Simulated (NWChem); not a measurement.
Everything below was run with NWChem. System: N-methylmethanimine (C2H5N), charge 0, spin multiplicity 1, at a geometry optimised with B3LYP/def2-SVP. Level: MP2/def2-TZVP, 3 core orbitals frozen.

The NWChem input:

```
start mol
memory heap 200 mb stack 900 mb global 1100 mb
geometry units angstroms nocenter noautoz
  C     -1.101829     0.345228     0.000000
  N      0.035405    -0.544811     0.000000
  C      1.197592    -0.047334     0.000000
  H     -1.729368     0.133913    -0.882390
  H     -1.729368     0.133913     0.882390
  H     -0.838142     1.423683     0.000000
  H      1.398715     1.045477     0.000000
  H      2.075748    -0.710673     0.000000
  symmetry group Cs
end
basis spherical
  * library def2-tzvp
end
scf
  rhf
  nopen 0
  maxiter 100
  thresh 1e-7
  semidirect memsize 60000000 filesize 0
end
mp2
  freeze core 3
end
task mp2 energy
```

Part of the output:

```
             Northwest Computational Chemistry Package (NWChem) 7.3.0
             --------------------------------------------------------

                                NWChem Input Module
                                -------------------

 Scaling coordinates for geometry "geometry" by  1.889725989
 (inverse scale =  0.529177249)

 Turning off AUTOSYM since
 SYMMETRY directive was detected!

                             Geometry "geometry" -> ""
                             -------------------------

 Output coordinates in angstroms (scale by  1.889725989 to convert to a.u.)

  No.       Tag          Charge          X              Y              Z
 ---- ---------------- ---------- -------------- -------------- --------------
    1 C                    6.0000    -1.10182900     0.34522800     0.00000000
    2 N                    7.0000     0.03540500    -0.54481100     0.00000000
    3 C                    6.0000     1.19759200    -0.04733400     0.00000000
    4 H                    1.0000    -1.72936800     0.13391300    -0.88239000
    5 H                    1.0000    -1.72936800     0.13391300     0.88239000
    6 H                    1.0000    -0.83814200     1.42368300     0.00000000
    7 H                    1.0000     1.39871500     1.04547700     0.00000000
    8 H                    1.0000     2.07574800    -0.71067300     0.00000000

 Effective nuclear repulsion energy (a.u.)      71.9808712168

            Nuclear Dipole moment (a.u.)
            ----------------------------
        X                 Y               Z
 ---------------- ---------------- ----------------
    -0.0000037795     0.0000000000     0.0000000000

      Symmetry information
      --------------------

 Group name             Cs
 Group number              2
 Group order               2
 No. of unique centers     7

      Symmetry unique atoms

     1    2    3    4    6    7    8


 Summary of "ao basis" -> "" (spherical)
 ------------------------------------------------------------------------------
       Tag                 Description            Shells   Functions and Types
 ---------------- ------------------------------  ------  ---------------------
 *                         def2-tzvp                  on all atoms

 Summary of "ao basis" -> "ao basis" (spherical)
 ------------------------------------------------------------------------------
       Tag                 Description            Shells   Functions and Types
 ---------------- ------------------------------  ------  ---------------------
 C                         def2-tzvp                11       31   5s3p2d1f
 N                         def2-tzvp                11       31   5s3p2d1f
 H                         def2-tzvp                 4        6   3s1p

                                 NWChem SCF Module
                                 -----------------

  ao basis        = "ao basis"
  functions       =   123
  atoms           =     8
  closed shells   =    12
  open shells     =     0
  charge          =   0.00
  wavefunction    = RHF
  use symmetry    = T
  symmetry adapt  = T

 Summary of "ao basis" -> "ao basis" (spherical)
 ------------------------------------------------------------------------------
       Tag                 Description            Shells   Functions and Types
 ---------------- ------------------------------  ------  ---------------------
 C                         def2-tzvp                11       31   5s3p2d1f
 N                         def2-tzvp                11       31   5s3p2d1f
[...]
 Vector   14  Occ=0.000000D+00  E= 1.562192D-01  Symmetry=a'
              MO Center= -1.1D+00,  7.5D-01,  1.9D-15, r^2= 7.0D+00
   Bfn.  Coefficient  Atom+Function         Bfn.  Coefficient  Atom+Function
  ----- ------------  ---------------      ----- ------------  ---------------
     5      5.675009  1 C  s                 96     -2.113956  4 H  s
   102     -2.113956  5 H  s                108     -1.909904  6 H  s
   114     -0.784015  7 H  s                 74      0.704880  3 C  px
    43      0.695933  2 N  px               120     -0.600341  8 H  s
     4     -0.449451  1 C  s                 75      0.336396  3 C  py

 Vector   15  Occ=0.000000D+00  E= 1.860099D-01  Symmetry=a'
              MO Center=  9.9D-01,  6.0D-01,  1.3D-15, r^2= 7.7D+00
   Bfn.  Coefficient  Atom+Function         Bfn.  Coefficient  Atom+Function
  ----- ------------  ---------------      ----- ------------  ---------------
    67      3.652213  3 C  s                114     -2.378331  7 H  s
     5     -2.241203  1 C  s                120     -1.466996  8 H  s
    96      1.360010  4 H  s                102      1.360010  5 H  s
    36     -1.041014  2 N  s                 43     -0.583693  2 N  px
    66      0.558183  3 C  s                 13      0.499736  1 C  py

 center of mass
 --------------
 x =   0.03582939 y =  -0.08834061 z =   0.00000000

 moments of inertia (a.u.)
 ------------------
          38.489865938022          25.565670752232           0.000000000000
          25.565670752232         165.700610440108           0.000000000000
           0.000000000000           0.000000000000         192.981551838856

  Mulliken analysis of the total density
  --------------------------------------

    Atom       Charge   Shell Charges
 -----------   ------   -------------------------------------------------------
    1 C    6     6.16   0.85  1.12  0.48  0.65  0.09  1.22  1.33  0.31  0.03  0.07  0.01
    2 N    7     7.31   0.82  1.16  0.54  0.88  0.24  1.43  1.64  0.53  0.01  0.06  0.00
    3 C    6     6.06   0.86  1.12  0.51  0.60  0.12  1.20  1.21  0.34  0.03  0.08  0.01
    4 H    1     0.88   0.26  0.49  0.10  0.02
    5 H    1     0.88   0.26  0.49  0.10  0.02
    6 H    1     0.92   0.26  0.50  0.13  0.02
    7 H    1     0.90   0.26  0.50  0.13  0.02
    8 H    1     0.87   0.26  0.50  0.09  0.02

       Multipole analysis of the density wrt the origin
       ------------------------------------------------

     L   x y z        total         open         nuclear
     -   - - -        -----         ----         -------
     0   0 0 0     -0.000000      0.000000     24.000000

     1   1 0 0      0.190488      0.000000     -0.000004
     1   0 1 0      0.643036      0.000000      0.000000
     1   0 0 1      0.000000      0.000000      0.000000

     2   2 0 0    -12.035988      0.000000    103.015706
     2   1 1 0     -0.187150      0.000000    -15.808064
     2   1 0 1     -0.000000      0.000000      0.000000
     2   0 2 0    -15.765048      0.000000     23.094385
     2   0 1 1     -0.000000      0.000000      0.000000
     2   0 0 2    -14.988784      0.000000      5.560948

                   NWChem MP2 Semi-direct Energy/Gradient Module
                   ---------------------------------------------

  Basis functions       =    123
  Molecular orbitals    =    123
  Frozen core           =      3
  Frozen virtuals       =      0
  Active alpha occupied =      9
  Active beta occupied  =      9
  Active alpha virtual  =    111
  Active beta virtual   =    111
  Use MO symmetry       = T
  Use skeleton AO sym   = T

  AO/Fock/Back tols     =   1.0D-09  1.0D-09  1.0D-09

 GA uses MA = F    GA memory limited = T

 Available:
  local mem=  1.26D+08
 global mem=  1.44D+08
 local disk=  0.00D+00
  mp2_memr nvloc                   111
  nvloc new                   111
   1 passes of   9:        5242880                      80793                  25778956.
   1 passes of   9: M    126151784           G      144148942           F     120908904.

 Semi-direct pass number   1 of   1  for RHF alpha+beta  at        5.3s
  vrange nnbf                  7582
  mp2_eaftype                    98  avail_ma_in_mb                  1099
 EAF : mp2_eaftype filesize          98   12889478.
  mp2_eaf for mointskh                     98
Node 0 wrote     60.6 Mb in      0.0 s     Agg I/O rate:  1918.5 Mb/s
 Done moints_semi at       10.3s
  mp2_eaftype                    98  avail_ma_in_mb                  1001
 EAF : mp2_eaftype filesize          98   12889478.
  mp2_eaf for kh                    98
 Done maket at       10.5s
 Done multipass loop at       10.5s

          -------------------------------------------
          SCF energy                -133.112595577941
          Correlation energy          -0.529900958036
          Singlet pairs               -0.346827198470
          Triplet pairs               -0.183073759566
          Total MP2 energy          -133.642496535977
          -------------------------------------------

          ---------------------------------------------------
                    Spin Component Scaled (SCS) MP2
          Same spin pairs                     -0.122049173044
          Same spin scaling factor             0.333333333333
          Opposite spin pairs                 -0.407851784992
          Opposite spin scaling fact.          1.200000000000
          SCS-MP2 correlation energy          -0.530105199672
          Total SCS-MP2 energy              -133.642700777613
          ---------------------------------------------------

 -----------------------
 Performance information
 -----------------------

 Timer overhead =  1.55D-07 seconds/call

               Nr. of calls         CPU time (s)                 Wall time (s)                GFlops
             ---------------    -------------------     ------------------------------   -------------------
Name         Min   Avg   Max    Min     Avg     Max     Min     Avg     Max   Mx/calls   Min     Max     Sum
mp2: moin     1     1     1    5.0     5.0     5.0      5.0     5.0     5.0     5.0      0.0     0.0     0.0
mp2: make     1     1     1   0.29    0.29    0.29     0.29    0.29    0.29    0.29      0.0     0.0     0.0
mp2: tota     1     1     1    5.3     5.3     5.3      5.3     5.3     5.3     5.3      0.0     0.0     0.0

 The average no. of pstat calls per process was 3.00D+00
 with a timing overhead of 4.64D-07s

 Task  times  cpu:       10.5s     wall:       10.5s

 Total times  cpu:       10.6s     wall:       10.6s
```
